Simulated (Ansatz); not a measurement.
`F[SiH2]P` + `O[AsH2]` → `PO[AsH2]` + `F[SiH3]` at 500 K and 1 bar (cleavage of the P–Si bond).

Isolated molecules relaxed with PBE0-D4/def2-TZVP in Ansatz; ΔE leaves out vibrations. CCSD(T)/CBS is the MP2 limit (def2-TZVPP, def2-QZVPP) plus CCSD(T) − MP2 in def2-TZVPP, frozen cores. This one scheme is used for every species. For As outer-core shells are correlated without core-valence functions, which leaves a few kJ/mol of doubt a bond. Scalar relativity is left out up to krypton. One conformer a species, not always the lowest.

| species | CCSD(T)/CBS energy (Eh) | H − E (kJ/mol) | S (J/(mol·K)) |
| --- | --- | --- | --- |
| `F[SiH2]P` | -732.27050 | 132.8 | 348.5 |
| `O[AsH2]` | -2311.97217 | 101.4 | 296.8 |
| `PO[AsH2]` | -2653.50583 | 133.7 | 376.6 |
| `F[SiH3]` | -390.72345 | 94.1 | 267.5 |

H − E and S are ideal-gas, rigid-rotor, harmonic terms from PBE0-D4/def2-TZVP, for one conformer and one mirror image of each species. 1 Eh = 2625.50 kJ/mol, R = 8.31446 J/(mol·K).

**Question.** By hand: ΔE, ΔH, ΔS and ΔG.

**Answer.** ΔE = (-2653.50583) + (-390.72345) − (-732.27050) − (-2311.97217) = 0.01339 Eh = 35.2 kJ/mol. Δ(H − E) = 133.7 + 94.1 − 132.8 − 101.4 = -6.4, so ΔH = 28.8 kJ/mol. ΔS = 376.6 + 267.5 − 348.5 − 296.8 = -1.2 J/(mol·K). ΔG = 28.8 − 500 × (-1.2)/1000 = 29.4 kJ/mol.

**Question.** By hand: the equilibrium constant, and the temperature at which ΔG would vanish if ΔH and ΔS stayed fixed.

**Answer.** log₁₀ K = −ΔG/(RT ln 10) = -3.1. ΔH and −TΔS have one sign here, so there is no such temperature. One of them is within its doubt of zero, so this could turn.

The number of gas molecules stays the same, so ΔS is small and ΔH decides. A doubt of 5 kJ/mol in ΔE shifts log₁₀ K by 0.5 here. Other conformers and mirror images would add mixing entropy, several J/(mol·K) or more a flexible species. Modes under 60 cm⁻¹, often nearly free rotors, make the harmonic entropy too high. These are equilibria of isolated gas molecules and say nothing of rates. Largest T1 diagnostic: 0.013 (customary marks: 0.02 for closed shells, 0.045 for open ones).
